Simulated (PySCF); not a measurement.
CH6BClGeO. Atoms are numbered in the order given.

```xyz
11

B     -0.0533     0.7008     0.0000
Cl     1.3210     1.8272     0.0000
Ge     0.3230    -1.3546     0.0000
H     -0.3021    -2.0538     1.2426
H     -0.3021    -2.0538    -1.2426
H      1.8423    -1.6527     0.0000
O     -1.2774     1.2659     0.0000
C     -2.5039     0.5495     0.0000
H     -3.0854     0.8337     0.9000
H     -3.0854     0.8337    -0.9000
H     -2.3526    -0.5510     0.0000
```
Charge 0, spin multiplicity 1.

The structure is a stationary point at PBE-D3(BJ)/def2-SVP. One conformer was computed; it need not be the lowest.

All values below come from PySCF with r2SCAN/def2-TZVP.

Gas-phase values at a fixed geometry.

The total energy is -2679.01045 hartree and the point group comes out as Cs. The highest occupied level is -7.10 eV. The lowest empty level is -1.70 eV, the orbital gap is 5.40 eV and the dipole moment is 2.45 D. The quadrupole, principal values (traceless, Buckingham form, about the centre of nuclear charge) is -7.74, 0.56, 7.18 D·Å and the mean static polarisability is 76.6 bohr³ (11.35 Å³). The polarisability, principal values is 60.5, 80.9, 88.3 bohr³.
